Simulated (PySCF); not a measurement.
**LDA on N⁺ (nitrogen, charge +1)**

Configuration: [He] 2s1 2p2 3s1, high-spin 5P determinant (an excited configuration). All numbers are calculated (PySCF 2.14, no relativity, point nucleus, in aug-cc-pV5Z (7s6p5d4f3g2h, 127 functions)).

```json
{
  "Total energy": "-52.6624 hartree",
  "One-electron energy": "-67.1802 hartree",
  "Hartree (Coulomb) energy": "20.1951 hartree",
  "Exchange-correlation energy": "-5.6773 hartree",
  "Kinetic energy": "52.44922 hartree",
  "⟨S²⟩": "6.0000",
  "⟨L²⟩": "2.005",
  "Sum of ⟨r⟩": "7.617 bohr",
  "Sum of ⟨r²⟩": "20.54 bohr²",
  "Traceless quadrupole moment −½Σ⟨3z² − r²⟩ along its main axis": "0.259 e·bohr²",
  "Density at the nucleus (Gaussians lack the cusp)": "199 bohr⁻³",
  "Spin density at the nucleus": "7.00 bohr⁻³",
  "Langevin diamagnetic susceptibility": "-16.3 ×10⁻⁶ cm³/mol"
}
```

| shell | electrons | mean orbital energy (eV) | rms radius, mean of both spins (bohr) |
| --- | --- | --- | --- |
| 1s α | 1 | -411.05 | 0.268 |
| 1s β | 1 | -408.24 | 0.268 |
| 2s α | 1 | -42.489 | 1.28 |
| 2p α | 2 | -31.186 | 1.27 |
| 3s α | 1 | -9.007 | 3.94 |

The outer electron is Rydberg-like, and this basis confines it to a smaller radius and binds it less than a complete one would.
